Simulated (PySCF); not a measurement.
This PySCF input (PBE0/def2-TZVP) gives -81.96301 Eh with 86 basis functions.

```python
import numpy as np, basis_set_exchange as bse
from pyscf import gto, scf, dft, df

basis = {'B': gto.basis.parse(bse.get_basis('def2-TZVP', elements=['B'], fmt='nwchem')), 'H': gto.basis.parse(bse.get_basis('def2-TZVP', elements=['H'], fmt='nwchem')), 'N': gto.basis.parse(bse.get_basis('def2-TZVP', elements=['N'], fmt='nwchem'))}
mol = gto.M(
    atom='''
    B    -0.77657967    0.03230627   -0.00413419
    N     0.60979542   -0.02536793    0.00324630
    H    -1.39837774   -0.98543134   -0.02544751
    H    -1.31189213    1.09818051    0.01101914
    H     1.19719081    0.79223349    0.02089926
    H     1.12740949   -0.88893853   -0.00852404
    ''',
    basis=basis,
    charge=0,
    verbose=4,
    max_memory=8640,
)
mf = dft.RKS(mol, xc='pbe0')
mf.grids.level = 3
mf = mf.density_fit(auxbasis=df.autoaux(mol))
mf.conv_tol = 1e-9
mf.max_cycle = 100
print('smallest overlap eigenvalue', np.linalg.eigvalsh(mol.intor('int1e_ovlp'))[0])
mf.kernel()
dip = mf.dip_moment()
```

Change:
```diff
- basis = {'B': gto.basis.parse(bse.get_basis('def2-TZVP', elements=['B'], fmt='nwchem')), 'H': gto.basis.parse(bse.get_basis('def2-TZVP', elements=['H'], fmt='nwchem')), 'N': gto.basis.parse(bse.get_basis('def2-TZVP', elements=['N'], fmt='nwchem'))}
+ basis = {'B': gto.basis.parse(bse.get_basis('def2-SVPD', elements=['B'], fmt='nwchem')), 'H': gto.basis.parse(bse.get_basis('def2-SVPD', elements=['H'], fmt='nwchem')), 'N': gto.basis.parse(bse.get_basis('def2-SVPD', elements=['N'], fmt='nwchem'))}
```

What does the run give now?

-81.87744 Eh (PBE0/def2-SVPD, 72 functions), a change of +85.57 mEh.
